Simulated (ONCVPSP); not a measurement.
Cl: one change to an ONCV potential, before and after

ONCVPSP 4.0.1 input, shortened (lines: element, Z, core and valence counts, functional; n l f; lmax; l rc ep ncon nbas qcut; lloc lpopt rc5 dvloc0; l nproj debl; icmod fcfact rcfact), PBE, scalar-relativistic:

```
  Cl 17.00    1    4        4      upf
    1    0    2.00
    2    0    2.00
    2    1    6.00
    3    0    2.00
    3    1    3.00
    2
    0    0.60    0.00    4    8   21.90
    1    0.75    0.00    4    8   18.10
    2    0.65    0.35    4    7   17.10
    4    1    0.50    1.00
    0    2    1.00
    1    3    3.70
    2    3    3.50
    1    0.70    0.00
```

Change: s: qcut 25.2.

Cutoffs: the cutoffs (Ha) at which the residual kinetic energy of the hardest occupied pseudo-wave falls to 1 and 0.1 mHa per electron; they do not see the model core or the augmentation charge, which bear on the density cutoff. Errors are all-electron minus pseudo energies relative to the spin-unpolarised reference configuration.

How do hardness, ghosts and transferability respond?

The potential gets harder (163 Ha and 192 Ha → 183 Ha and 217 Ha); of the 4 tests that both files solve, the error grows in 0 and shrinks in 1 by more than 15 % and 0.3 meV (median size 2.4 → 2.1 meV); neither file shows a bound ghost. The waves are optimised to have the least kinetic energy above qcut, so the cutoff follows it (qcut²/2 in Ha).

```csv
quantity,base,changed
"cutoff, loose",163 Ha,183 Ha
"cutoff, tight",192 Ha,217 Ha
loose cutoff by channel,"s 163 Ha, p 140 Ha","s 183 Ha, p 140 Ha"
bound ghosts,none,none
GHOST(+) flags under 300 eV,d at 159.5 eV,d at 159.5 eV
"largest miss of a reference level, eV",0.06,0.03
"error for 2s2 2p6 3s2 3p5, meV [ΔE -39.32 eV]",+3.3,+2.8
"error for 2s2 2p6 3s2 3p4, meV [ΔE -25.45 eV]",+1.5,+1.3
"error for 2s2 2p6 3s2 3p2, meV [ΔE 38.31 eV]",+1.5,+1.3
"error for 2s2 2p6 3s2 3p1, meV [ΔE 90.55 eV]",+10,+9.3
s: phases at 0.61 bohr within 0.05 rad from the reference energy up to (Ha; the scan ends near 5),to the end of the scan,to the end of the scan
p: phases at 0.76 bohr within 0.05 rad from the reference energy up to (Ha; the scan ends near 5),to the end of the scan,to the end of the scan
d: phases at 0.66 bohr within 0.05 rad from the reference energy up to (Ha; the scan ends near 5),to the end of the scan,to the end of the scan
"rms error of d²Exc/dni dnj with the model core, mHa",3.01,2.98
```
